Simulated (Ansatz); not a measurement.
Computed with Ansatz on PBE0-D4/def2-TZVP structures; ΔE is electronic, products minus reactants. CCSD(T)/CBS is the MP2 limit (def2-TZVPP, def2-QZVPP) plus CCSD(T) − MP2 in def2-TZVPP, frozen cores. Functionals use def2-TZVPP. B3LYP here is the variant with VWN-RPA as its local correlation; programs differ in this. For Ge outer-core shells are correlated without core-valence functions, which leaves a few kJ/mol of doubt a bond. Scalar relativity is left out up to krypton. Each species was taken in one conformer, which may not be the lowest.

`[CH3][GeH]([SiH3])[Cl]` + `CO[Si](F)(S)Cl` → `CO[Si](F)(Cl)SC` + `[SiH3][GeH2][Cl]`  (substitution at a C–Ge bond)

```csv
level,ΔE (kJ/mol),difference from CCSD(T)/CBS
PBE-D4,47.1,-5.5
r2SCAN-D4,50.3,-2.3
PBE0-D4,48.5,-4.1
B3LYP-D4,47.3,-5.3
ωB97X-V,47.8,-4.8
ωB97M-V,50.0,-2.6
B2PLYP,50.9,-1.7
PBE,47.4,-5.2
r2SCAN,50.5,-2.1
PBE0,48.8,-3.8
B3LYP,47.8,-4.8
HF/def2-TZVPP,47.2,-5.4
MP2/def2-TZVPP,57.5,4.9
SCS-MP2/def2-TZVPP,54.1,1.5
CCSD/def2-TZVPP,55.3,2.7
CCSD(T)/def2-TZVPP,55.1,2.5
HF/def2-QZVPP,46.4,-6.2
MP2/def2-QZVPP,55.8,3.2
SCS-MP2/def2-QZVPP,52.4,-0.2
HF/CBS(def2),46.3,-6.3
MP2/CBS(def2),55.0,2.4
CCSD/CBS(def2),52.8,0.2
CCSD(T)/CBS,52.6,0
```

Largest T1 diagnostic among the species: 0.011.

In def2-TZVPP, CCSD(T) changes the Hartree–Fock value by +7.9 kJ/mol (the triples alone add −0.2 kJ/mol) and MP2 by +10.3 kJ/mol.
